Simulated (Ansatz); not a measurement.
`[CH3][Zn][CH2]Cl`, charge 0, multiplicity 1.

Give a relaxed structure at PBE0-D4/def2-TZVP (Ansatz 0.2.0). (Best estimate.)

Ansatz gave: 
```xyz
9

C     1.738   -0.577   -0.729
Zn    0.097    0.053    0.080
C    -1.602    0.653    0.844
Cl   -2.894   -0.040   -0.209
H     1.528   -1.154   -1.632
H     2.384    0.260   -1.005
H     2.293   -1.218   -0.039
H    -1.745    1.733    0.837
H    -1.799    0.291    1.852
```
Point group Cs.
This is one stationary point; other conformers may exist.
